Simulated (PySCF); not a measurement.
# Working out the ionisation energy of Tl

Tl [Xe] 4f14 5d10 6s2 6p1 (2P) → Tl⁺ [Xe] 4f14 5d10 6s2 (1S). Calculation: PySCF 2.14, in aug-cc-pVQZ-PP with one added diffuse shell each of s, p, d, f, g type with ECP60MDF (8s8p6d4f3g, 117 functions); scalar relativity through the core potential. Frozen: 5s2 5p6 5d10. Energies in hartree (1 hartree = 27.21139 eV):

```tsv
part	Tl (lower)	Tl⁺ (upper)
UHF	-171.515536	-171.331282
MP2 opposite-spin	-0.025867	-0.021117
MP2 same-spin	-0.002343	0.000000
```

Problem. What does Hartree-Fock give?

Solution. (-171.331282) − (-171.515536) = 0.184254 hartree = 5.014 eV.

Problem. What do MP2 and SCS-MP2 (6/5 opposite-spin, 1/3 same-spin) give?

Solution. The opposite-spin parts differ by 0.129 eV and the same-spin parts by 0.064 eV. MP2: 5.014 + (0.129) + (0.064) = 5.207 eV. SCS-MP2: 5.014 + 1.2 × (0.129) + (0.064)/3 = 5.190 eV.

Measured between the centres of the two terms (NIST): 5.464 eV, so MP2 (valence) is off by -0.257 eV.

What remains against the reference includes basis incompleteness, the frozen core and correlation beyond second order.
